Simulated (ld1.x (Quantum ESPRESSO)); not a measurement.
## Logarithmic derivatives: tin (Sn), TM

```
Element                 : Sn
Generator               : ld1.x (Quantum ESPRESSO) 7.5
Type                    : norm-conserving Troullier–Martins (Kleinman–Bylander form)
Functional              : PW91
Relativity              : fully relativistic
Frozen core             : [Kr]
Valence charge          : 14
Reference configuration : 4d10 5s1.5 5p2.5
Partial waves           : 5s (bound): rc 1.60 bohr; 5p (bound): rc 2.15 bohr; 4d (bound): rc 1.65 bohr
Local potential         : all-electron potential smoothed inside 1.30 bohr (lloc = -1)
Core correction         : a·sin(br)/r model core inside 1.45 bohr
```

Open shells are filled in proportion to 2j + 1 (rel_dist='average').

The phase is arctan(r·u′/u) with u = r·R(r), unwrapped; energies in Ry, scanned from -4 to 5 Ry. A pole is an energy at which the radial function vanishes at the test radius. The pseudo phase is shifted by a multiple of π to meet the all-electron one at the reference energy, and phase errors are pseudo minus all-electron; the curves can meet again beyond the range given. Levels narrower than the energy grid can be missing from the lists of poles.

Problem. For each channel, where are the poles, and over which energies does the pseudopotential scatter like the atom?

Solution.

```csv
channel,radius (bohr),reference energy (Ry),"poles, all-electron","poles, pseudo",unbroken range about the reference energy with phases within 0.05 rad,phase error 1 Ry above the reference energy (rad)
s,2.35,-0.81,1.41,1.31,below 2.9,-0.004
p1/2,2.35,-0.32,2.72,"-2.09, 2.71",above -1.9,+0.004
p3/2,2.35,-0.29,3.00,"-2.49, 2.91",above -2.3,+0.001
d3/2,2.35,-2.00,-1.86,-1.86,the whole range,+0.001
d5/2,2.35,-1.92,-1.77,-1.77,the whole range,+0.001
```

Note: ghost states, extra bound levels that the all-electron valence spectrum of the same l lacks: s at -123.3 eV, p3/2 at -34.1 eV, p1/2 at -28.6 eV. A true bound ghost makes a file unfit for plane-wave use.

Phases in the d5/2 channel:

```tsv
E (Ry)	all-electron	pseudo
-4.00	1.344	1.344
-3.76	1.334	1.334
-3.52	1.323	1.323
-3.28	1.308	1.308
-3.04	1.288	1.288
-2.80	1.260	1.260
-2.56	1.211	1.211
-2.32	1.095	1.095
-2.08	0.330	0.330
-1.84	-1.484	-1.484
-1.60	-1.680	-1.680
-1.36	-1.749	-1.749
-1.12	-1.791	-1.790
-0.88	-1.824	-1.824
-0.64	-1.855	-1.854
-0.40	-1.887	-1.886
-0.16	-1.922	-1.921
0.08	-1.963	-1.961
0.32	-2.013	-2.011
0.56	-2.077	-2.073
0.80	-2.162	-2.156
1.04	-2.281	-2.272
1.28	-2.455	-2.439
1.52	-2.714	-2.688
1.76	-3.076	-3.038
2.00	-3.485	-3.443
2.24	-3.829	-3.794
2.48	-4.070	-4.043
2.72	-4.231	-4.211
2.96	-4.341	-4.326
3.20	-4.421	-4.408
3.44	-4.481	-4.470
3.68	-4.527	-4.518
3.92	-4.564	-4.556
4.16	-4.595	-4.587
4.40	-4.621	-4.614
4.64	-4.644	-4.636
4.88	-4.664	-4.656
```
